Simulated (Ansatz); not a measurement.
Species: tribromo(methoxy)silane, CH₃Br₃OSi, charge 0, multiplicity 1. 
Structure (B3LYP-D3(BJ)/def2-TZVP (Ansatz, a quantum-chemistry and plane-wave program) minimum search):
```xyz
9

Si    -0.2451    -0.0137    -0.1955
Br     0.0921    -1.7579     1.1353
Br    -0.0120     1.8328     1.0141
Br     1.1993    -0.0278    -1.8543
O     -1.7181    -0.0785    -0.8501
C     -2.9599    -0.0907    -0.1436
H     -3.7519    -0.1388    -0.8876
H     -3.0199    -0.9629     0.5096
H     -3.0716     0.8185     0.4495
```

Dipole moments at this geometry, in debye (magnitudes).

```tsv
level	program	dipole (D)
PBE/def2-TZVPD	Ansatz	1.81
BLYP/def2-TZVPD	Ansatz	1.83
revPBE/def2-TZVPD	Ansatz	1.81
B3LYP/def2-TZVPD	Ansatz	1.88
CCSD(T)/def2-SVPD	Ansatz	1.90
```
